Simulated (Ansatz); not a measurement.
The cluster Zn₃F₄⁺, relaxed as a doublet with UKS r2SCAN-D4/def2-SVP in Ansatz, starting from the GFN1-xTB geometry. Force threshold 0.02 eV/Å.

The structure comes from a short search, and lower isomers may exist.

Start:

Cartesian coordinates in Å:
```
Zn 0.1277 1.2541 0.8162
Zn -1.7148 -0.5225 -0.7557
Zn 1.1441 -0.9447 -0.0252
F 0.1921 -1.6924 -1.2143
F -1.3397 1.5838 0.0283
F 0.0749 -0.4799 1.3762
F 1.5157 0.8017 -0.2255
```

Problem. Estimate the energy that the relaxation releases and the steps that it takes.

Solution. 138.9 kJ/mol, in 8 steps; 60 s on 4 threads of AMD EPYC on a shared host. The force fell under the threshold at step 6, but the optimiser went on. No frequencies were taken in this run, so the end may be a saddle point.

Problem. Does the start keep its bonding and symmetry?

Solution. Bonds formed: Zn2–F4, Zn2–F5 (atoms count from 1). The end is the same structure that another start reached. Point group Cs at the start, C2v at the end, both within 0.05 Å.

Problem. Predict the relaxed structure.

Solution. 
```tsv
atom	x (Å)	y (Å)	z (Å)
Zn1	0.136	1.287	0.901
Zn2	-1.870	-0.388	-1.299
Zn3	1.214	-1.007	0.035
F4	-0.224	-1.444	-1.048
F5	-1.420	1.100	-0.086
F6	0.538	-0.401	1.729
F7	1.627	0.852	-0.233
```
Bond lengths (bridged metal pairs left out): 8 × F–Zn 1.85 to 1.97 Å.
